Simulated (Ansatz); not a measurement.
`B[SiH2]N[SiH3]` + `BO` → `B[SiH2]BO` + `N[SiH3]` at 600 K and 1 bar (formal exchange of groups at the Si–N bond).

Gas-phase electronic energies from Ansatz, PBE0-D4/def2-TZVP geometries. CCSD(T)/CBS adds triple-zeta CCSD(T) − MP2 to the extrapolated MP2 energy (def2 sets, frozen cores). This one scheme is used for every species. One conformer a species, not always the lowest.

```json
{"species": "`B[SiH2]N[SiH3]`", "CCSD(T)/CBS energy (Eh)": "-662.46710", "H − E (kJ/mol)": "276.0", "S (J/(mol·K))": "475.6"}
{"species": "`BO`", "CCSD(T)/CBS energy (Eh)": "-101.80414", "H − E (kJ/mol)": "119.7", "S (J/(mol·K))": "267.1"}
{"species": "`B[SiH2]BO`", "CCSD(T)/CBS energy (Eh)": "-417.44038", "H − E (kJ/mol)": "229.9", "S (J/(mol·K))": "427.7"}
{"species": "`N[SiH3]`", "CCSD(T)/CBS energy (Eh)": "-346.80422", "H − E (kJ/mol)": "170.6", "S (J/(mol·K))": "320.8"}
```

H − E and S are ideal-gas, rigid-rotor, harmonic terms from PBE0-D4/def2-TZVP, for one conformer and one mirror image of each species. 1 Eh = 2625.50 kJ/mol, R = 8.31446 J/(mol·K).

Problem. By hand: ΔE, ΔH, ΔS and ΔG.

Solution. ΔE = (-417.44038) + (-346.80422) − (-662.46710) − (-101.80414) = 0.02664 Eh = 69.9 kJ/mol. Δ(H − E) = 229.9 + 170.6 − 276.0 − 119.7 = 4.8, so ΔH = 74.7 kJ/mol. ΔS = 427.7 + 320.8 − 475.6 − 267.1 = 5.8 J/(mol·K). ΔG = 74.7 − 600 × (5.8)/1000 = 71.2 kJ/mol.

Problem. By hand: the equilibrium constant, and the temperature at which ΔG would vanish if ΔH and ΔS stayed fixed.

Solution. log₁₀ K = −ΔG/(RT ln 10) = -6.2. ΔG = 0 at ΔH/ΔS = 12879 K, far beyond where these terms or the molecules hold.

The number of gas molecules stays the same, so ΔS is small and ΔH decides. A doubt of 5 kJ/mol in ΔE shifts log₁₀ K by 0.4 here. Other conformers and mirror images would add mixing entropy, several J/(mol·K) or more a flexible species. Modes under 60 cm⁻¹, often nearly free rotors, make the harmonic entropy too high. These are equilibria of isolated gas molecules and say nothing of rates. Largest T1 diagnostic: 0.016 (customary marks: 0.02 for closed shells, 0.045 for open ones).
